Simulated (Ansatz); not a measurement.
A run on `CC(F)=[Se]` with other settings.

```yaml
crystal:
  periodic: [false, false, false]
  atoms:
    - {symbol: C, position_ang: [0.140972, 0.555341, -0.146238]}
    - {symbol: C, position_ang: [-0.159590, -0.771395, -0.137823]}
    - {symbol: F, position_ang: [0.596153, -1.480232, 0.947761]}
    - {symbol: Se, position_ang: [-1.063439, -1.836583, -0.980249]}
    - {symbol: H, position_ang: [-0.391840, 1.408983, -0.864486]}
    - {symbol: H, position_ang: [-0.194659, 0.948546, 1.027939]}
    - {symbol: H, position_ang: [1.238168, 1.104820, -0.076035]}
basis:
  gaussian: {orbitals: x2c-TZVPPall}
hamiltonian: {xc: {name: LC-wPBE}}
output: {forces: true}
```

```sh
$ ansatz run in.yaml --threads 2 --pin off --events-out ev --progress --plain --max-ram 4352MiB
```

Output, abridged:

```
Functional definition: LC-wPBE
1072 factors; their error is unknown
291 factors; integrals over basis functions are off by at most 3.3e-5 eV
mean field evaluation 1: about -70949.5887 eV, gradient 3.6e1 eV
mean field evaluation 2: about -70949.7242 eV, gradient 4.0e1 eV
mean field evaluation 4: about -70951.9482 eV, gradient 1.9e0 eV
mean field evaluation 8: about -70951.9649 eV, gradient 1.4e-1 eV
mean field evaluation 16: about -70951.9326 eV, gradient 5.1e-4 eV
mean field -70951.93262068 eV, -2607.4354308627 hartree, gradient 6.7e-5 eV, S^2 0.000000; 0 other end points of the search recorded, 0 dependent functions left out
reference -70951.93262068 eV, -2607.4354308629 hartree; 29, 29 occupied and 154, 154 virtual orbitals, 1072 factors
Total energy: -70951.93262068 eV, -2607.4354308629 hartree
Relativity: scalar
Atom 0 at     0.140972     0.555341    -0.146238 Å, force     1.042888    10.495649     2.785356 eV/Å
Atom 1 at    -0.159590    -0.771395    -0.137823 Å, force     3.266303    -3.523744     3.197330 eV/Å
Atom 2 at     0.596153    -1.480232     0.947761 Å, force    -0.946521     2.051300    -1.516568 eV/Å
Atom 3 at    -1.063439    -1.836583    -0.980249 Å, force    -2.643680    -2.091030    -2.512029 eV/Å
Atom 4 at    -0.391840     1.408983    -0.864486 Å, force     0.885853    -3.198915     1.646180 eV/Å
Atom 5 at    -0.194659     0.948546     1.027939 Å, force     0.656392    -1.094968    -3.228338 eV/Å
Atom 6 at     1.238168     1.104820    -0.076035 Å, force    -2.261235    -2.638292    -0.371932 eV/Å
Dipole moment:     0.000361     0.588203    -0.110521 e Å
```

Run time 4.5 s (2 threads of an Arm Neoverse V1 on a shared host); peak host memory 0.4 GiB.
